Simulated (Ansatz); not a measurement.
Pd2Se3. The state is a singlet with charge 0. Geometry PBE-D4/def2-SVP; atoms count from 1.

```xyz
5

Pd    0.814   -0.703   -1.037
Pd   -0.899   -0.479    1.093
Se    1.633   -0.145    1.329
Se    0.098    1.358   -0.064
Se   -1.646   -0.031   -1.321
```

In the def2 sets Pd takes a core potential; there is no spin–orbit coupling. The restricted singlet is unstable towards broken spin symmetry in Hartree–Fock (as tested in another run); at PBE0-D4/def2-TZVP this wasn't settled. No other spin state of charge 0 was run. Another isomer (singlet) lies 0.18 eV lower at PBE-D4/def2-SVP; other spin states weren't run for this one.

Question: Estimate the Mulliken populations from the PBE0/def2-TZVP orbitals of Ansatz.

Answer: 
```json
{"atom": "Pd1", "charge (e)": "0.23", "d electrons": "9.11"}
{"atom": "Pd2", "charge (e)": "0.23", "d electrons": "9.11"}
{"atom": "Se3", "charge (e)": "-0.25", "d electrons": "–"}
{"atom": "Se4", "charge (e)": "0.04", "d electrons": "–"}
{"atom": "Se5", "charge (e)": "-0.25", "d electrons": "–"}
```
Mulliken values and Mayer orders depend strongly on the basis.

Question: And the Mayer bond orders between bonded heavy atoms (over 0.3)?

Answer: Pd1–Se3 0.66 (2.56 Å); Pd1–Se4 0.72 (2.39 Å); Pd1–Se5 0.66 (2.57 Å); Pd2–Se3 0.66 (2.57 Å); Pd2–Se4 0.72 (2.39 Å); Pd2–Se5 0.66 (2.57 Å); Se3–Se4 0.85 (2.56 Å); Se4–Se5 0.85 (2.56 Å). Values over 0.3 also appear between atoms too far apart for a bond (Se3–Se5 0.30 at 4.22 Å); they arise where an orbital or an unpaired electron spreads over both atoms.
